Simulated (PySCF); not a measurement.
Potential energy of BeB along the bond

Set-up: PySCF, spin-free X2C with a Gaussian nucleus, basis sets Be x2c-SVPall, B x2c-SVPall. Energies in eV from Be + B in their ground configurations at the same level. State: Ms = 0.5 determinant of mixed spin (⟨S²⟩ near 1.5), unpaired electrons π ↑.

All columns are PBE0. A positive dipole means Be(−)B(+).

```json
{"R (Å)": "1.643", "E (eV)": "-0.862", "μ (D)": "-0.06", "Mulliken charge on Be (basis-dependent)": "0.05", "HOMO (eV)": "-5.61", "LUMO (eV)": "-3.70", "Mayer bond order": "1.34", "⟨S²⟩": "1.55"}
{"R (Å)": "1.720", "E (eV)": "-1.120", "μ (D)": "-0.26", "Mulliken charge on Be (basis-dependent)": "0.08", "HOMO (eV)": "-5.72", "LUMO (eV)": "-3.55", "Mayer bond order": "1.31", "⟨S²⟩": "1.52"}
{"R (Å)": "1.796", "E (eV)": "-1.263", "μ (D)": "-0.44", "Mulliken charge on Be (basis-dependent)": "0.11", "HOMO (eV)": "-5.83", "LUMO (eV)": "-3.42", "Mayer bond order": "1.28", "⟨S²⟩": "1.50"}
{"R (Å)": "1.854", "E (eV)": "-1.314", "μ (D)": "-0.58", "Mulliken charge on Be (basis-dependent)": "0.14", "HOMO (eV)": "-5.77", "LUMO (eV)": "-3.33", "Mayer bond order": "1.25", "⟨S²⟩": "1.47"}
{"R (Å)": "1.911", "E (eV)": "-1.327", "μ (D)": "-0.71", "Mulliken charge on Be (basis-dependent)": "0.16", "HOMO (eV)": "-5.67", "LUMO (eV)": "-3.24", "Mayer bond order": "1.22", "⟨S²⟩": "1.45"}
{"R (Å)": "1.968", "E (eV)": "-1.311", "μ (D)": "-0.83", "Mulliken charge on Be (basis-dependent)": "0.17", "HOMO (eV)": "-5.58", "LUMO (eV)": "-3.17", "Mayer bond order": "1.19", "⟨S²⟩": "1.42"}
{"R (Å)": "2.045", "E (eV)": "-1.257", "μ (D)": "-0.98", "Mulliken charge on Be (basis-dependent)": "0.19", "HOMO (eV)": "-5.48", "LUMO (eV)": "-3.07", "Mayer bond order": "1.15", "⟨S²⟩": "1.39"}
{"R (Å)": "2.140", "E (eV)": "-1.154", "μ (D)": "-1.15", "Mulliken charge on Be (basis-dependent)": "0.21", "HOMO (eV)": "-5.37", "LUMO (eV)": "-2.96", "Mayer bond order": "1.10", "⟨S²⟩": "1.34"}
{"R (Å)": "2.255", "E (eV)": "-1.004", "μ (D)": "-1.31", "Mulliken charge on Be (basis-dependent)": "0.21", "HOMO (eV)": "-5.26", "LUMO (eV)": "-2.85", "Mayer bond order": "1.02", "⟨S²⟩": "1.26"}
{"R (Å)": "2.408", "E (eV)": "-0.797", "μ (D)": "-1.43", "Mulliken charge on Be (basis-dependent)": "0.20", "HOMO (eV)": "-5.17", "LUMO (eV)": "-2.73", "Mayer bond order": "0.91", "⟨S²⟩": "1.15"}
```

A fit through these points gives, at Re = 1.906 Å, μ = -0.70 D and dμ/dR = -2.22 D/Å; the reduced mass is 4.956 u.

Q: How strong is the fundamental in the double-harmonic approximation, I = 42.26·(dμ/dR)²/μred km/mol?

A: I = 42.26·(-2.22)²/4.956 = 42.0 km/mol at PBE0.

The state is the lowest determinant that a PBE0 search found; another state may lie lower at other levels.
